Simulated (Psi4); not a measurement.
C$_{3}$H$_{9}$Sb (SMILES [CH3][Sb]([CH3])[CH3]), singlet, geometry from GFN2-xTB (core potentials on Sb). Base run: B3LYP/def2-SVP run with Psi4.

Input for Psi4:
```
memory 2 GB

molecule {
0 1
Sb   -0.00673821    0.00740301    0.43142423
C     0.19254380   -1.82326529   -0.71473966
H     1.11761127   -2.32368584   -0.45225624
H     0.19814442   -1.59192199   -1.77443677
H    -0.63697105   -2.48620389   -0.49681510
C     1.48921748    1.04940145   -0.74378095
H     2.47603995    0.67127683   -0.50237513
H     1.45823690    2.11023739   -0.52301994
H     1.29510059    0.89708791   -1.80001401
C    -1.64668376    0.73532555   -0.78736976
H    -2.55198411    0.18722995   -0.55265593
H    -1.40872327    0.60197337   -1.83717977
H    -1.81427087    1.78768245   -0.58854042
}

set {
  basis def2-svp
}

energy('b3lyp')
print_variables()
```

Variants of this job, named by their change:

```csv
change,ΔE vs base (mEh),point group used,SCF cycles
base,0.000,c1,8
molecule keys = symmetry c1,0.000,c1,8
jitter_ang = 0.002,0.060,c1,9
"molecule keys = symmetry c1, no_reorient, no_com",0.000,c1,8
molecule keys = no_reorient,0.000,c1,8
```
